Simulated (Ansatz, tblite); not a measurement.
Forces on (H3Ge)2CH2 (CH₈Ge₂) at its r2SCAN-D4/def2-SVP geometry. Charge 0, multiplicity 1.

The xTB rows come from tblite.

GFN1-xTB (tblite), largest force 0.75 eV/Å:

```xyz
11
positions Å, forces eV/Å
Ge   -0.253    0.692    1.492   -0.150    0.038    0.393
H     0.233    1.978    2.182   -0.291   -0.647   -0.245
H     0.197   -0.520    2.324   -0.280    0.545   -0.258
H    -1.789    0.708    1.432    0.646   -0.028    0.157
C     0.482    0.569   -0.318    0.061    0.073   -0.041
Ge   -0.045   -1.044   -1.295   -0.108   -0.342   -0.222
H     0.446   -2.293   -0.545   -0.286    0.452   -0.395
H    -1.577   -1.108   -1.412    0.657   -0.100    0.008
H     0.563   -1.039   -2.708   -0.340   -0.098    0.662
H     1.583    0.603   -0.258   -0.066    0.120   -0.080
H     0.161    1.453   -0.893    0.157   -0.013    0.020
```

GFN2-xTB (tblite), largest force 0.56 eV/Å:

```
Ge -0.239 -0.122 0.375
H -0.183 -0.422 -0.178
H -0.207 0.470 -0.218
H 0.544 0.004 0.119
C 0.333 0.394 -0.220
Ge -0.207 -0.404 -0.080
H -0.212 0.388 -0.338
H 0.555 -0.060 -0.012
H -0.216 -0.048 0.441
H -0.329 0.046 -0.053
H 0.160 -0.246 0.165
```

PBE-D4/def2-TZVP (Ansatz), largest force 0.35 eV/Å:

```
Ge 0.001 -0.001 -0.003
H 0.054 0.153 0.090
H 0.053 -0.144 0.100
H -0.183 0.001 -0.005
C 0.205 0.242 -0.136
Ge 0.000 0.002 0.002
H 0.057 -0.150 0.088
H -0.182 -0.009 -0.015
H 0.070 -0.007 -0.172
H -0.095 -0.010 -0.001
H 0.020 -0.079 0.050
```
